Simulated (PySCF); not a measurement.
**GeCl: mean field, correlation and small terms against distance**

State: ²Π, doublet, unpaired electrons π ↑. ROHF-based CCSD(T) in PySCF 2.14 with Ge cc-pwCVDZ-PP with ECP10, Cl aug-cc-pV(D+d)Z and Ge cc-pwCVTZ-PP with ECP10, Cl aug-cc-pV(T+d)Z (frozen core orbitals: 9; scalar-relativistic core potentials). Correlation energies are extrapolated as n⁻³ (n = 2, 3), Hartree–Fock as (n+1)·exp(−9√n). All energies in eV from Ge + Cl.

```json
{"R (Å)": "1.9249", "HF/CBS": "-2.172", "CCSD corr.": "-1.054", "(T)": "-0.1558", "total": "-3.382"}
{"R (Å)": "2.0124", "HF/CBS": "-2.611", "CCSD corr.": "-1.013", "(T)": "-0.1585", "total": "-3.783"}
{"R (Å)": "2.0999", "HF/CBS": "-2.827", "CCSD corr.": "-0.980", "(T)": "-0.1616", "total": "-3.969"}
{"R (Å)": "2.1874", "HF/CBS": "-2.887", "CCSD corr.": "-0.952", "(T)": "-0.1650", "total": "-4.004"}
{"R (Å)": "2.2749", "HF/CBS": "-2.841", "CCSD corr.": "-0.927", "(T)": "-0.1684", "total": "-3.937"}
{"R (Å)": "2.3842", "HF/CBS": "-2.685", "CCSD corr.": "-0.900", "(T)": "-0.1726", "total": "-3.758"}
{"R (Å)": "2.4936", "HF/CBS": "-2.461", "CCSD corr.": "-0.876", "(T)": "-0.1768", "total": "-3.515"}
```

A fit to the total gives Re = 2.1688 Å, De = 4.007 eV, ωe = 406.6 cm⁻¹, Be = 0.1510 cm⁻¹ (masses 73.9212 and 34.9689 u).

Q: At R = 2.1874 Å the CCSD correlation energy is -0.466919 hartree in the smaller basis and -0.721186 in the larger. Extrapolate it.

A: (3³·E3 − 2³·E2)/(3³ − 2³) = -0.82825 hartree; the larger basis holds 87.1 % of it.

The T1 diagnostic is 0.016. The state was picked by a PBE0 search and need not be the measured ground state. Spin–orbit coupling, excitations beyond (T) and corrections to the Born–Oppenheimer picture are left out.
